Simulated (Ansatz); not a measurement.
A nudged elastic band was laid between two geometries of AsH$_{5}$OSi (8 atoms, charge 0, multiplicity 1).

Method: RKS PBE/def2-SVP in Ansatz.

```yaml
movable_images: 7
climbing_image: yes
spring: 5.0 eV/Å²
optimiser: quadratic models (default)
start_path: through a guess of the saddle point
force_threshold: 0.05 eV/Å
iteration_limit: 60
end_points: relaxed
```

First end point:

```xyz
8
Properties=species:S:1:pos:R:3
O -1.220 0.353 -1.497
As -0.512 1.259 -0.051
Si 0.609 -0.682 0.810
H -2.161 0.612 -1.520
H 0.781 1.734 -0.760
H 1.628 -0.263 1.839
H 1.288 -1.447 -0.291
H -0.413 -1.566 1.471
```

Last end point:

```xyz
8
Properties=species:S:1:pos:R:3
O -1.169 -0.029 -2.147
As -0.560 0.697 -0.793
Si 0.551 -0.772 0.752
H -1.575 1.468 0.086
H 0.462 1.837 -1.028
H 1.091 0.018 1.913
H 1.662 -1.442 0.000
H -0.462 -1.776 1.217
```

(1) Which bonds break or form, and what moves?

(2) What energy profile does the band end with?

(3) What is the geometry of the highest image?

The band took 11 iterations and roughly 80 core-seconds.

Answers

(1) Bonds broken: O1–H4. Bonds formed: As2–H4.

(2) The forces met the threshold. The highest image is number 4 of 0 to 8, 3.15 eV above the first end and 1.72 eV above the last; the last end lies 1.43 eV above the first. Neighbouring images differ by up to 1.5 eV, so the band resolves the path poorly. A vibrational analysis at the climbing image gives one clearly imaginary mode, 1267i cm⁻¹: a first-order saddle point. The orbitals stay closed-shell, which can raise the energy where a bond breaks towards radicals; this wasn't checked here.

```
image  path coordinate (Å)  energy (eV)  O1–H4 (Å)  As2–H4 (Å)
    0                 0.00         0.00       0.98        2.30
    1                 0.43         0.02       0.98        2.28
    2                 0.86         0.32       0.98        2.04
    3                 1.30         1.80       1.18        1.70
    4                 1.73         3.15       1.68        1.53
    5                 2.12         2.38       2.12        1.51
    6                 2.52         1.61       2.51        1.54
    7                 2.91         1.44       2.71        1.55
    8                 3.31         1.43       2.72        1.55
```

(3) 
```xyz
8
Properties=species:S:1:pos:R:3:forces:R:3
O -1.297 0.168 -1.960 0.00 0.00 0.00
As -0.533 0.836 -0.532 0.00 -0.01 0.00
Si 0.645 -0.769 0.843 0.00 0.00 0.01
H -2.002 1.171 -0.815 -0.01 0.00 0.00
H 0.594 1.859 -0.862 0.00 0.00 0.00
H 1.408 -0.040 1.915 0.00 0.00 0.00
H 1.574 -1.556 -0.040 0.00 0.00 0.00
H -0.389 -1.670 1.450 0.00 0.00 0.00
```

Run time: 40 s on 2 threads of AMD EPYC 9R45 96-Core Processor (Zen 5), on a shared host, peak memory 0.14 GiB.
